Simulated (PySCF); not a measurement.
Computed shifts of a molecule C₂H₉NSi₂, PBE/pcSseg-1 run with PySCF, GIAO, gas phase, atoms alike by connectivity averaged where their shifts nearly agree, in ppm (number of nuclei): ²⁹Si: -23.4 (1), -52.1 (1). ¹⁵N: 32.5 (1). ¹³C: 46.4 (2). ¹H: 5.47 (2), 4.95 (3), 3.81 (2), 3.51 (2). References: ²⁹Si against TMS (σ = 335.4 ppm); ¹⁵N against NH3 (σ = 267.0 ppm); ¹³C against TMS (σ = 182.0 ppm); ¹H against TMS (σ = 31.49 ppm), references at their B3LYP-D3(BJ)/def2-TZVP geometries, non-relativistic. Coordinates come from a B3LYP-D3(BJ)/def2-SVP optimisation. Other conformers were not sampled.

### Question
Identify the compound among the candidates.
A) C=C([SiH3])[SiH2]N
B) C1N[SiH2]C[SiH2]1
C) [SiH3]C/C=N/[SiH3]
D) [SiH3]N1C[SiH2]C1

### Answer
D, [SiH3]N1C[SiH2]C1
